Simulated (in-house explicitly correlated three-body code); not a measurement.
Computed with an exponentially correlated three-body code. Model: two electrons around a point charge, non-relativistic, variational in 260 exponentially correlated functions (energies converged to about 1e-7 hartree, or 1e-8 relative for large Z).

Command:
```bash
python run_hyl.py task.json out
```
Settings (lengths in bohr, energies in hartree):
```
Z                      1.25
screening              0.125
interaction_strength   1
functions              260
states_tried           13
```

Cost of the run: 33 s on 1 thread of Intel(R) Xeon(R) 6975P-C (Granite Rapids), on a shared host.

**Those bound S and P states to n = 4 that converged, binding against the one-electron ion.**

Given: nuclear charge 1.25; Yukawa screening of all interactions 0.125 1/bohr.

Computed: one-electron threshold -0.636028173 hartree.

```
term  energy (hartree)  binding (eV)
1 1S      -0.758371164        3.3291
2 3S      -0.636517494      0.013315
```

**Converged states only, values per electron or pair (inverse distances are <exp(-kr)/r>).**

```
term  mean r (bohr)  mean r squared (bohr²)  mean inverse r (1/bohr)  mean r12 (bohr)  mean inverse r12 (1/bohr)  mean cosine  mean p1 dot p2 (bohr⁻²)  delta r1 (bohr⁻³)  delta r12 (bohr⁻³)
1 1S         1.7983                   4.738                  0.81908           2.8393                     0.3676    -0.092732                 0.061152            0.35762            0.010951
2 3S         13.088                   453.5                  0.57022           25.013                   0.013628   -0.0033435               0.00011199            0.30724                   -
```
